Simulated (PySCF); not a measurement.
Antimony: a sound run and one with changed settings

Sound run: Sb⁺ [Kr] 4d10 5s2 5p2, Sb²⁺ [Kr] 4d10 5s2 5p1. Calculation: PySCF 2.14, in def2-TZVP with the def2 core potential (28 electrons) (6s5p3d2f, 50 functions); scalar relativity through the core potential. The sound run starts from symmetry-adapted Hartree-Fock orbitals and uses a fine grid where one is needed.

A second run was set up differently.

| species | method | sound run (hartree) | changed run (hartree) | converged |
| --- | --- | --- | --- | --- |
| Sb⁺ | UHF | -238.96183 | -238.96183 | yes |
| Sb⁺ | M06-L | -240.04745 | -240.05116 | yes |
| Sb⁺ | LDA | -239.50288 | -239.50374 | yes |
| Sb²⁺ | UHF | -238.37352 | -238.37352 | yes |
| Sb²⁺ | M06-L | -239.45458 | -239.45579 | yes |
| Sb²⁺ | LDA | -238.89087 | -238.89060 | yes |

Ionisation energy of Sb⁺:

| method | sound run (eV) | changed run (eV) |
| --- | --- | --- |
| UHF | 16.009 | 16.009 |
| M06-L | 16.133 | 16.201 |
| LDA | 16.654 | 16.685 |

Question: What was changed?
A. all electrons correlated in a valence basis
B. angular grid far too coarse
C. minimal basis
D. a valence shell is frozen

Answer: B. It used 14 angular points. A coarse angular grid integrates products of high-l functions wrongly, so density functionals can shift, and the SCF can exploit the error; Hartree-Fock and MP2 need no grid.
